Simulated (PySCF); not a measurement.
CHOS, SMILES S=C=[OH+], charge +1. Atoms are numbered in the order given.

```xyz
4

O     -0.1074    -1.6248     0.0000
C      0.0051    -0.3989     0.0000
S      0.0082     1.0989     0.0000
H      0.6974    -2.1907     0.0000
```
Charge +1, spin multiplicity 1.

Geometry: B3LYP-D3(BJ)/def2-TZVP. The isomer is the one that the SMILES or the coordinates give; other isomers of the formula were not compared.

Method: PBE/pcJ-1 run with PySCF.

Isotropic couplings with Fermi-contact, spin-dipole and both spin-orbit terms, one fixed conformer, no vibrational averaging. Isotopes: 13C, 1H.

Question: Estimate the spin–spin coupling constants. (An estimate is asked for; the answer gives what the named calculation found.)

Answer: 
```tsv
pair	bonds apart	J (Hz)
C2–H4	2	1.8
```
